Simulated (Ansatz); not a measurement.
Relaxation of C₂H₄BBrO (9 atoms, charge 0, multiplicity 1), to a largest force component of 0.015 eV/Å in at most 40 steps.

Method: Ansatz, RKS LDA/def2-SVP.

```xyz
9
Properties=species:S:1:pos:R:3:forces:R:3
O 0.857 1.892 0.624 -1.30 -1.64 -2.83
B 0.303 0.596 0.316 -0.20 0.72 0.68
C -0.941 -0.417 0.189 -4.20 4.00 0.74
C 0.309 -0.872 -0.168 6.06 -0.98 -2.19
Br 1.147 -2.111 1.142 -0.20 0.28 -0.77
H 0.744 2.437 -0.251 0.28 -1.00 2.07
H -1.391 -0.678 1.167 -0.26 -0.14 -0.21
H -1.646 -0.087 -0.646 0.17 -0.77 0.79
H 0.580 -1.011 -1.303 -0.35 -0.48 1.71
```

Q: Where does it end, and by what steps?

A: The run converged. After 16 steps the energy has fallen by 1.693 eV; H6 moved furthest, 0.80 Å.

```tsv
step	energy less start (eV)	largest force component (eV/Å)	accepted
0	0.0000	6.056	yes
1	-0.8429	2.515	yes
2	-1.2121	1.732	yes
3	-1.5045	0.809	yes
4	-1.6454	0.447	yes
5	-1.6564	1.037	yes
6	-1.6630	0.698	yes
7	-1.6872	0.150	yes
8	-1.6892	0.078	yes
9	-1.6887	0.128	no
10	-1.6901	0.037	yes
11	-1.6913	0.074	yes
12	-1.6923	0.071	yes
13	-1.6929	0.026	yes
14	-1.6930	0.038	yes
15	-1.6931	0.022	yes
16	-1.6931	0.009	yes
```

```xyz
9
Properties=species:S:1:pos:R:3
O 1.028 1.741 0.247
B 0.347 0.616 0.049
C -0.939 -0.208 0.108
C 0.420 -0.886 -0.193
Br 1.193 -1.990 1.169
H 0.461 2.498 0.494
H -1.396 -0.405 1.098
H -1.680 -0.263 -0.713
H 0.529 -1.353 -1.189
```

The run took 9.6 s on 2 threads of AMD EPYC 9R45 96-Core Processor (Zen 5) (shared host), peak memory 0.17 GiB.
